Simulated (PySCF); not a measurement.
CF, SMILES [C]F (connectivity only; charge and spin as stated), charge +1, multiplicity 1. Atoms are numbered in the order given.

```xyz
2

C      0.0000     0.0000    -0.6918
F      0.0000     0.0000     0.4612
```
Charge +1, spin multiplicity 1.

The structure is a stationary point at PBE0-D3(BJ)/def2-TZVPD.

Computed with PySCF with r2SCAN/def2-TZVPD.

```
Quantity                                                       Result
------------------------------------------------  -------------------
total energy                                       -137.42949 hartree
point group                                                       C∞v
highest occupied level                                      -20.59 eV
lowest empty level                                          -13.60 eV
orbital gap                                                   6.99 eV
dipole moment about the centre of nuclear charge               0.86 D
mean static polarisability                        8.3 bohr³ (1.23 Å³)
polarisability, principal values                  7.9, 7.9, 9.2 bohr³
```
